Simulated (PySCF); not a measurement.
Computed Raman spectrum (relative Raman activity) of a molecule C2H7NSi2. The structure is a stationary point at ωB97X-D3(BJ)/def2-SVP. Other conformers were not sampled. Level of theory: ωB97X-D3(BJ)/def2-SVP run with PySCF. Frequencies are harmonic and unscaled.

Lines under 2 % of the strongest are left out, and lines within 2 cm⁻¹ are merged.

```
ν (cm⁻¹)  relative intensity
--------  ------------------
320                      2.5
940                      3.7
959                       11
962                       11
2270                      61
2272                      32
2277                     100
2282                      22
3617                      22
3710                      13
```

### Question
Which structure fits?
A) C#C[SiH2][SiH2]N
B) N[SiH2]C#C[SiH3]
C) [SiH3]C1=NC[SiH2]1
D) N[Si@@H]1C=C[SiH2]1

### Answer
B, N[SiH2]C#C[SiH3]
